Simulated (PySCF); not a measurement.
## Worked example: oscillator strength and radiative lifetime

C3H6O2Si, SMILES O=C1CC[SiH2]O1.

Geometry: B3LYP-D3(BJ)/def2-SVP. Other conformers were not sampled.

TDA-PBE/def2-SVPD run with PySCF puts the first singlet state with f over 0.02 at 7.16 eV (vertical), with the transition dipole (0.480, 0.184, 0.094) in atomic units.

### Question
Find the oscillator strength, the wavelength and the radiative lifetime that this transition would have in vacuum if emission retraced absorption.

### Answer

|μ|² = 0.2731 au, so |μ| = 1.33 D. ΔE = 7.16/27.211 = 0.2631 hartree. f = (2/3) ΔE |μ|² = 0.048 (the program prints 0.048).
λ = 1239.84/7.16 = 173 nm; ν = 57749 cm⁻¹.
Einstein's coefficient A = 0.6670 ν² f s⁻¹ (ν in cm⁻¹) = 1.1e8 s⁻¹, so τ = 1/A = 9.4 ns. This state is S10; the lower singlets have f = 0.017, 0.003, 0.000, 0.000, 0.001, 0.008, 0.007, 0.001, 0.002. The figure is the radiative limit of this one transition; relaxation, internal conversion, crossing to triplets and a medium change what is measured.
